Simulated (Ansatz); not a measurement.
Relaxation of Pt₄Au⁺ with RKS r2SCAN-D4/def2-SVP.

```sh
$ ansatz run in.yaml --threads 4 --pin off --events-out ev --progress --plain --max-ram 4787MiB
```

```yaml
crystal:
  periodic: [false, false, false]
  atoms:
    - {symbol: Pt, position_ang: [-1.728670, -1.327310, 0.078900]}
    - {symbol: Pt, position_ang: [0.859410, 1.613920, 1.189250]}
    - {symbol: Pt, position_ang: [0.254070, -0.036770, -0.492440]}
    - {symbol: Pt, position_ang: [-0.643000, -0.109990, 1.790620]}
    - {symbol: Au, position_ang: [1.258190, -0.139860, -2.566330]}
basis:
  gaussian: {orbitals: def2-SVP}
total_charge: 1
hamiltonian: {xc: r2scan, dispersion: d4}
scf: {lower_state_search: "off"}
output: {orbitals: {seedname: orbitals}}
relax: {f_tol: 0.02, max_steps: 100}
```

Run time 1.9 min (4 threads of Intel Xeon on a shared host).

Positions (Å) and forces (eV/Å) at steps 1, 2, 3, 4, 5, 6, 7, 8, 9, 10, 13 of 13:

```xyz
5
step=1 energy=-16682.5983 eV
Pt   -1.729   -1.327    0.079   -1.544   -0.554   -0.945
Pt    0.859    1.614    1.189    0.541    1.820   -0.046
Pt    0.254   -0.037   -0.492    0.380   -0.542    0.554
Pt   -0.643   -0.110    1.791   -0.607   -0.699    3.260
Au    1.258   -0.140   -2.566    1.231   -0.024   -2.822
5
step=2 energy=-16683.3267 eV
Pt   -1.823   -1.291    0.069    0.503    0.930    0.068
Pt    0.811    1.703    1.199   -0.781   -0.527   -0.481
Pt    0.330   -0.109   -0.476    0.236   -0.384    0.460
Pt   -0.652   -0.166    1.959    0.153   -0.131   -0.008
Au    1.334   -0.137   -2.751   -0.111    0.112   -0.039
5
step=3 energy=-16683.6851 eV
Pt   -1.832   -1.117    0.053    0.510    0.670    0.127
Pt    0.655    1.710    1.121   -0.561   -0.546   -0.332
Pt    0.458   -0.242   -0.423    0.074   -0.186    0.310
Pt   -0.597   -0.238    2.023    0.119   -0.015   -0.233
Au    1.316   -0.113   -2.774   -0.142    0.077    0.129
5
step=4 energy=-16683.9121 eV
Pt   -1.809   -0.922    0.041    0.349    0.293    0.046
Pt    0.485    1.685    1.026   -0.218   -0.352   -0.198
Pt    0.584   -0.374   -0.367   -0.059    0.025    0.071
Pt   -0.540   -0.304    2.065    0.025    0.013   -0.092
Au    1.280   -0.085   -2.765   -0.097    0.021    0.172
5
step=5 energy=-16683.9800 eV
Pt   -1.773   -0.779    0.030    0.181    0.113    0.033
Pt    0.364    1.650    0.947   -0.080   -0.185   -0.080
Pt    0.662   -0.456   -0.334   -0.059    0.051    0.001
Pt   -0.503   -0.350    2.100    0.000    0.020   -0.052
Au    1.249   -0.065   -2.743   -0.042    0.000    0.098
5
step=6 energy=-16683.9878 eV
Pt   -1.758   -0.750    0.017    0.157    0.092    0.041
Pt    0.345    1.640    0.919   -0.068   -0.164   -0.055
Pt    0.688   -0.486   -0.316   -0.071    0.050    0.031
Pt   -0.497   -0.354    2.098   -0.032    0.017    0.033
Au    1.222   -0.051   -2.717    0.015    0.006   -0.050
5
step=7 energy=-16684.0049 eV
Pt   -1.729   -0.652    0.023   -0.022    0.054    0.023
Pt    0.259    1.607    0.876   -0.062    0.009    0.006
Pt    0.725   -0.519   -0.313    0.045   -0.060    0.055
Pt   -0.474   -0.386    2.129    0.021   -0.013   -0.014
Au    1.220   -0.050   -2.715    0.019    0.010   -0.069
5
step=8 energy=-16684.0108 eV
Pt   -1.737   -0.609    0.033    0.021    0.066    0.066
Pt    0.214    1.608    0.870   -0.080   -0.047    0.024
Pt    0.723   -0.518   -0.313    0.079   -0.047   -0.062
Pt   -0.441   -0.416    2.129   -0.020    0.030   -0.033
Au    1.240   -0.066   -2.720   -0.001   -0.001    0.005
5
step=9 energy=-16684.0139 eV
Pt   -1.724   -0.413    0.067    0.036   -0.140    0.153
Pt    0.025    1.575    0.817    0.083   -0.087    0.173
Pt    0.764   -0.555   -0.311   -0.007    0.027   -0.058
Pt   -0.345   -0.508    2.152   -0.097    0.214   -0.340
Au    1.281   -0.099   -2.725   -0.016   -0.014    0.072
5
step=10 energy=-16684.0282 eV
Pt   -1.728   -0.484    0.063   -0.035    0.013   -0.023
Pt    0.091    1.583    0.843   -0.011    0.040   -0.013
Pt    0.753   -0.544   -0.317    0.048   -0.021   -0.055
Pt   -0.384   -0.467    2.135    0.003   -0.030    0.071
Au    1.267   -0.088   -2.724   -0.005   -0.003    0.019
5
step=13 energy=-16684.0287 eV
Pt   -1.725   -0.473    0.063    0.001    0.000    0.000
Pt    0.081    1.580    0.837    0.000   -0.001    0.000
Pt    0.760   -0.550   -0.316    0.000    0.001   -0.002
Pt   -0.382   -0.471    2.138   -0.002    0.000    0.003
Au    1.266   -0.087   -2.722    0.001    0.000   -0.002
```

In the def2 sets Au, Pt take a core potential; there is no spin–orbit coupling. The restricted singlet is unstable towards broken spin symmetry at other levels; at r2SCAN-D4/def2-SVP this wasn't settled. The structure comes from a short search, and lower isomers may exist.
